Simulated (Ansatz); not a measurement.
# One reagent, a row of partners

Four-centre ligand exchange: GeNH₅ ([NH2][GeH3]) meets different reagents, and the same bond of it breaks. Each row is one chosen step, not always the lowest open to these reactants.

Gas-phase electronic energies, without zero-point energy, by CCSD(T) at an estimated basis limit (MP2 extrapolated from triple and quadruple zeta, plus CCSD(T) − MP2 in triple zeta); Ansatz 0.2.0, def2-TZVPP and QZVPP, frozen cores, on PBE0-D4/def2-TZVP structures. Extrapolation: Hartree–Fock as exp(−7.88 √X), correlation as X^−2.97. All energies, in kcal/mol, count from the separated reactants, without counterpoise correction; the start and end structures are the complexes reached by relaxing down from the saddle, and deeper ones may exist. Brackets give SMILES, or, where every atom is bracketed, only which atoms are joined. Steps whose reference was doubtful or whose search ended elsewhere are left out.

| reactants | products | broken | formed | start structure | saddle | end structure | saddle by PBE0-D4/TZ |
| --- | --- | --- | --- | --- | --- | --- | --- |
| GeNH₅ ([NH2][GeH3]) + H₂S | GeH₄S ([SH][GeH3]) + NH₃ | Ge–N, H–S | Ge–S, H–N | -3.44 | 14.15 | -15.06 | 9.57 |
| GeNH₅ ([NH2][GeH3]) + PH₃ | GePH₅ ([PH2][GeH3]) + NH₃ | Ge–N, H–P | Ge–P, H–N | -1.47 | 37.97 | -9.19 | 32.68 |
| GeNH₅ ([NH2][GeH3]) + CH₄ | CH₆Ge ([CH3][GeH3]) + NH₃ | C–H, Ge–N | C–Ge, H–N | -1.18 | ? | 0.76 | 56.21 |

(1) What is the height of the saddle for GeNH₅ ([NH2][GeH3]) + CH₄? (To be estimated.)

(2) How do the PBE0-D4 saddles lie against the coupled-cluster estimate?

The T1 diagnostic stays at or below 0.013. The filled d shells of Ge are correlated in sets not built for that, so values that involve them are less sure.

For scale, one of the runs: CCSD(T)/def2-TZVPP, 236 basis functions (an equivalent command: `ansatz run in.yaml --threads 4`). Time: 2.2 min of wall clock on 4 CPU threads; the host was shared. Peak host memory: 4.4 GiB.

Answers

(1) The calculation gives: 62.08 kcal/mol relative to the separated reactants, the highest of the series; above its start structure the barrier is 62.08 − (-1.18) ≈ 63.26 kcal/mol.

(2) All lower, by 4.58 to 5.87 kcal/mol.
